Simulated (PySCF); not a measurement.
ClSn, charge +1, singlet, geometry from GFN2-xTB (such geometries of metal compounds can be far from the true shape) (all electrons, no relativity); HF/STO-3G run with PySCF.

The PySCF input:
```python
from pyscf import gto, scf

mol = gto.Mole()
mol.atom = '''
    Sn   -0.000000   -0.000000   -0.582865
    Cl    0.000000    0.000000    1.714309
'''
mol.basis = 'sto-3g'
mol.charge = 1
mol.spin = 0
mol.verbose = 4
mol.build()

mf = scf.RHF(mol)
mf.diis_space = 20
mf.kernel()
mf.analyze()
```

The log (banner, timings and long lists left out):

```
PySCF version 2.14.0

[INPUT] verbose = 4
[INPUT] num. atoms = 2
[INPUT] num. electrons = 66
[INPUT] charge = 1
[INPUT] spin (= nelec alpha-beta = 2S) = 0
[INPUT] symmetry False subgroup None
[INPUT] Mole.unit = angstrom
[INPUT] Symbol           X                Y                Z      unit          X                Y                Z       unit  Magmom
[INPUT]  1 Sn     0.000000000000   0.000000000000  -0.582865000000 AA    0.000000000000   0.000000000000  -1.101455217595 Bohr   0.0
[INPUT]  2 Cl     0.000000000000   0.000000000000   1.714309000000 AA    0.000000000000   0.000000000000   3.239574502877 Bohr   0.0

nuclear repulsion = 195.806077067736
number of shells = 16
number of NR pGTOs = 108
number of NR cGTOs = 36
basis = sto-3g
ecp = {}

******** <class 'pyscf.scf.hf.RHF'> ********
method = RHF
initial guess = minao
damping factor = 0
level_shift factor = 0
DIIS = <class 'pyscf.scf.diis.CDIIS'>
diis_start_cycle = 1
diis_space = 20
diis_damp = 0
SCF conv_tol = 1e-09
SCF conv_tol_grad = None
SCF max_cycles = 50
direct_scf = True
direct_scf_tol = 1e-13
Set gradient conv threshold to 3.16228e-05
Initial guess from minao.
init E= -6400.51676208317
  HOMO = -0.611012948946723  LUMO = -0.323087335879576  gap/eV = 7.83486
cycle= 1 E= -6417.73313764389  delta_E= -17.2  |g|= 0.215  |ddm|= 1.81
  HOMO = -0.54276953522672  LUMO = -0.153641243768779  gap/eV = 10.58872
cycle= 2 E= -6417.74603448444  delta_E= -0.0129  |g|= 0.0312  |ddm|= 0.402
  HOMO = -0.540645491083359  LUMO = -0.140330768536386  gap/eV = 10.89312
cycle= 3 E= -6417.74659616176  delta_E= -0.000562  |g|= 0.00813  |ddm|= 0.0807
  HOMO = -0.541899500249751  LUMO = -0.14337046796969  gap/eV = 10.84453
cycle= 4 E= -6417.74665516091  delta_E= -5.9e-05  |g|= 0.00287  |ddm|= 0.0264
  HOMO = -0.541529313694268  LUMO = -0.143186326374929  gap/eV = 10.83946
cycle= 5 E= -6417.7466690779  delta_E= -1.39e-05  |g|= 0.000561  |ddm|= 0.0168
  HOMO = -0.541482549530024  LUMO = -0.143203889379827  gap/eV = 10.83771
cycle= 6 E= -6417.74666953351  delta_E= -4.56e-07  |g|= 6.09e-05  |ddm|= 0.00313
  HOMO = -0.541473727661787  LUMO = -0.143200863059068  gap/eV = 10.83756
cycle= 7 E= -6417.74666953683  delta_E= -3.32e-09  |g|= 4.78e-06  |ddm|= 0.000244
  HOMO = -0.541473390508532  LUMO = -0.143200726376706  gap/eV = 10.83755
cycle= 8 E= -6417.74666953684  delta_E= -1.64e-11  |g|= 2e-07  |ddm|= 1.72e-05
  HOMO = -0.541473386664113  LUMO = -0.143200752696299  gap/eV = 10.83755
Extra cycle  E= -6417.74666953684  delta_E= 5.46e-12  |g|= 4.63e-08  |ddm|= 6.56e-07
converged SCF energy = -6417.74666953684
**** SCF Summaries ****
Total Energy =                       -6417.746669536838453
Nuclear Repulsion Energy =             195.806077067736283
One-electron Energy =                -9247.463603913034603
Two-electron Energy =                 2633.910857308459072
Two-electron Coulomb Energy =         2820.804447292368422
DFT Exchange-Correlation Energy =     -186.893589983909351
HOMO-LUMO gap [eV] =                    10.837550384100366
**** MO energy ****
MO #1   energy= -1030.23921235151  occ= 2
MO #2   energy= -153.871406997454  occ= 2
MO #3   energy= -145.700581628868  occ= 2
MO #4   energy= -145.700581628867  occ= 2
MO #5   energy= -145.700027141218  occ= 2
MO #6   energy= -103.880309463922  occ= 2
MO #7   energy= -29.948728670009   occ= 2
MO #8   energy= -26.9309804294316  occ= 2
MO #9   energy= -26.9309804294315  occ= 2
MO #10  energy= -26.9289197450061  occ= 2
MO #11  energy= -18.5342740151641  occ= 2
MO #12  energy= -18.534274015164   occ= 2
MO #13  energy= -18.5322157668561  occ= 2
MO #14  energy= -18.532215766856   occ= 2
MO #15  energy= -18.5312732624869  occ= 2
MO #16  energy= -10.5685559696182  occ= 2
MO #17  energy= -8.01141999385408  occ= 2
MO #18  energy= -8.00701203642143  occ= 2
MO #19  energy= -8.00701203642134  occ= 2
MO #20  energy= -5.15929176775852  occ= 2
MO #21  energy= -3.91206765799469  occ= 2
MO #22  energy= -3.91206765799466  occ= 2
MO #23  energy= -3.90399344943695  occ= 2
MO #24  energy= -1.26213256478367  occ= 2
MO #25  energy= -1.2340627727122   occ= 2
MO #26  energy= -1.23406277271214  occ= 2
MO #27  energy= -1.2272845830041   occ= 2
MO #28  energy= -1.22728458300406  occ= 2
MO #29  energy= -1.18051964624386  occ= 2
MO #30  energy= -0.714099872604632 occ= 2
MO #31  energy= -0.611311309301894 occ= 2
MO #32  energy= -0.611311309301885 occ= 2
MO #33  energy= -0.541473386664113 occ= 2
MO #34  energy= -0.143200752696299 occ= 0
MO #35  energy= -0.143200752696277 occ= 0
MO #36  energy= 0.0387017883928783 occ= 0
 ** Mulliken pop on meta-lowdin orthogonal AOs  **
 ** Mulliken pop  **
pop of  0 Sn 1s           2.00000
pop of  0 Sn 2s           2.00000
pop of  0 Sn 3s           1.99997
pop of  0 Sn 4s           1.99998
pop of  0 Sn 5s           1.88772
pop of  0 Sn 2px          2.00000
pop of  0 Sn 2py          2.00000
pop of  0 Sn 2pz          2.00000
pop of  0 Sn 3px          1.99998
pop of  0 Sn 3py          1.99998
pop of  0 Sn 3pz          1.99997
pop of  0 Sn 4px          1.99883
pop of  0 Sn 4py          1.99883
pop of  0 Sn 4pz          1.99945
pop of  0 Sn 5px          0.11143
pop of  0 Sn 5py          0.11143
pop of  0 Sn 5pz          0.68714
pop of  0 Sn 3dxy         2.00000
pop of  0 Sn 3dyz         2.00000
pop of  0 Sn 3dz^2        1.99999
pop of  0 Sn 3dxz         2.00000
pop of  0 Sn 3dx2-y2      2.00000
pop of  0 Sn 4dxy         2.00000
pop of  0 Sn 4dyz         1.99995
pop of  0 Sn 4dz^2        1.99318
pop of  0 Sn 4dxz         1.99995
pop of  0 Sn 4dx2-y2      2.00000
pop of  1 Cl 1s           2.00000
pop of  1 Cl 2s           1.99989
pop of  1 Cl 3s           1.93792
pop of  1 Cl 2px          1.99997
pop of  1 Cl 2py          1.99997
pop of  1 Cl 2pz          1.99973
pop of  1 Cl 3px          1.88984
pop of  1 Cl 3py          1.88984
pop of  1 Cl 3pz          1.49505
 ** Mulliken atomic charges  **
charge of    0Sn =      1.21222
charge of    1Cl =     -0.21222

WARN: System has nonzero charge 1; the dipole moment is origin-dependent.
Location of origin: [0. 0. 0.]

Dipole moment(X, Y, Z, Debye):  0.00000, -0.00000, -4.02036
```
